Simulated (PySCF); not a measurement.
**C₆ coefficients of unlike pairs at PBE0**

Calculated with PySCF 2.14 from the dipole response of each species, C₆(A,B) = (3/π) ∫ α_A(iu) α_B(iu) du, in atomic units, from isotropic polarisabilities. For ions this is the dispersion term alone; charge-induced terms of lower order in 1/R come first.

```
species           configuration                                                                                              basis      relativity  α (bohr³)  C₆ (like pair)
   In³⁺          [Kr] 4d10 (1S)                                                                         aug-cc-pVTZ-DK3 (8s7p5d2f)   spin-free X2C      2.606           6.947
     He                1s2 (1S)                                                                          aug-cc-pVQZ-DK (5s4p3d2f)   spin-free X2C      1.486           1.609
      W  [Xe] 4f14 5d4 6s2 (5D)  aug-cc-pVTZ-PP with one added diffuse shell each of s, p, d, f, g type with ECP60MDF (7s7p6d4f3g)  core potential      75.30           927.9
    C³⁺           [He] 2s1 (2S)                                                                            dyall-acv3z (15s9p4d2f)   spin-free X2C      3.178           2.538
```

Problem. Estimate C₆ for He with In³⁺.

Solution. The integral gives 3.298. The combination rule 2 C_A C_B / (C_A α_B/α_A + C_B α_A/α_B) gives 3.296 and the geometric mean 3.344.

No spin-orbit coupling is included.

The other pairs:

```json
{"pair": "W, In³⁺", "C₆": "61.39"}
{"pair": "C³⁺, In³⁺", "C₆": "3.460"}
{"pair": "W, He", "C₆": "32.32"}
{"pair": "C³⁺, He", "C₆": "1.804"}
{"pair": "C³⁺, W", "C₆": "47.91"}
```
